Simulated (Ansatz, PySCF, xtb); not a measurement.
Energy difference R1 + R2 → P1 + P2, each structure at its B3LYP-D3(BJ)/def2-TZVP stationary point, reached from a drawn start (curvature not checked).
P1: FH3O3Si (SMILES O[Si](O)(O)F), charge 0, multiplicity 1.
R1: F2H2O2Si (SMILES O[Si](O)(F)F), charge 0, multiplicity 1.
P2: HF (SMILES F), charge 0, multiplicity 1.
R2: H2O (SMILES O), charge 0, multiplicity 1.

P less R. No zero-point or thermal terms. One arrangement of each flexible species, with no search for the lowest.

Frozen-core correlation throughout.

Codes used: Ansatz (an electronic-structure program) with Gaussian orbitals; PySCF for the D3/D4 terms; xtb for the GFN methods. Each number belongs to the level named beside it.

The comparison value is 386.8 meV (CCSD(T)/cc-pV(T+d)Z). It is a level with limits of its own, not the exact answer.

Problem. Order these levels by how close they come to the comparison value for the reaction energy, closest first: GFN2-xTB, PBE0/def2-TZVPP, B97M-V/def2-TZVPP, r2SCAN-D3(BJ)/def2-TZVPP, revPBE-D4/def2-TZVPP. Give each level's value less the comparison value.

Solution. PBE0/def2-TZVPP (13.1 meV), revPBE-D4/def2-TZVPP (-20.5 meV), r2SCAN-D3(BJ)/def2-TZVPP (38.5 meV), B97M-V/def2-TZVPP (64.1 meV), GFN2-xTB (72.6 meV)
